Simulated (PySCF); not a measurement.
```xyz
3
charge 1 multiplicity 5, angstrom
Ir    0.0000    0.0000    0.0000
I     0.0000    0.0000    2.5565
I     0.0000    0.0000   -2.5565
```

Method: UB3LYP in PySCF with Ir def2-SVP with ECP60, I def2-SVP with ECP28; scalar-relativistic core potentials, no spin–orbit coupling; density-fitted integrals.

This geometry of IrI₂⁺ is a stationary point at this level.

Q: What is the point group?

A: D∞h.

Q: Is it a minimum?

A: No: it has 2 imaginary modes (one degenerate set), at 35i cm⁻¹ (πu).

Q: List the harmonic modes with their infrared intensities.

A: 
```csv
symmetry,ω (cm⁻¹),"IR (km/mol, summed over degenerate members)"
πu,35i,–
σg+,174,0.0
σu+,243,10.9
```

Q: Give the atomic charges and bond orders.

A: 
```json
{"atom": "Ir1", "Mulliken": "0.46", "Löwdin": "0.00", "polar tensor": "0.97", "spin (Mulliken)": "2.63", "Mayer order to Ir1": "–"}
{"atom": "I2,3", "Mulliken": "0.27", "Löwdin": "0.50", "polar tensor": "0.01", "spin (Mulliken)": "0.68", "Mayer order to Ir1": "1.24"}
```
Other Mayer orders above 0.3: I–I 0.56.

In D∞h the vibrations span πu + σg+ + σu+. The σg+ mode carries no infrared intensity, as symmetry demands. With a centre of inversion only u modes can be infrared active and only g modes Raman active.

Other isomers or separated fragments may lie lower. Open d and f shells are described by one determinant, and the ground state may have another occupation or spin. At this level a quintet minimum of C2v symmetry lies 7 kJ/mol below this structure. With an element this heavy the missing spin–orbit coupling can shift these numbers.
